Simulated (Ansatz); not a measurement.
Name a neutral molecule of C, N, Si and H with LUMO energy (PBE/def2-TZVPP) between -0.10 and 0.20 eV and ideal-gas entropy at 298 K and 1 bar (rigid rotor, harmonic PBE0-D4/def2-TZVP) between 307 and 323 J/(mol·K) (Ansatz, PBE0-D4/def2-TZVP geometry).

`N[SiH]1CN1` (0.08 eV, 308 J/(mol·K)). Other molecules can fit too; these were computed, each in one conformer that needn't be the lowest.
